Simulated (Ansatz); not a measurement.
Reaction (formal exchange of groups at a C–Al bond): `CC(C)[CH2][AlH2]` + BH₃ → `BCC(C)C` + `[AlH3]`

Isolated molecules relaxed with PBE0-D4/def2-TZVP in Ansatz; ΔE leaves out vibrations. CBS: MP2 limit from def2 TZ/QZ plus the TZ coupled-cluster correction, frozen cores. This one scheme is used for every species. DFT in def2-TZVPP. Each species was taken in one conformer, which may not be the lowest.

```
         level  ΔE (kcal/mol)  difference from CCSD(T)/CBS
     revPBE-D4           -4.4                         -0.8
        revPBE           -4.7                         -1.1
        r2SCAN           -4.5                         -0.9
          PBE0           -4.9                         -1.3
       r2SCAN0           -4.6                         -1.0
         BHLYP           -4.8                         -1.2
       LC-ωPBE           -4.7                         -1.1
 CCSD/def2-SVP           -5.3                         -1.7
 HF/def2-TZVPP           -4.8                         -1.2
MP2/def2-QZVPP           -3.0                          0.6
   CCSD(T)/CBS           -3.6                            0
```

Largest T1 diagnostic among the species: 0.009.

In def2-TZVPP, CCSD(T) changes the Hartree–Fock value by +1.2 kcal/mol (the triples alone add +0.3 kcal/mol) and MP2 by +1.7 kcal/mol. At CCSD(T), def2-SVP lies −1.7 kcal/mol from the extrapolated value and def2-TZVPP −0.1 kcal/mol.
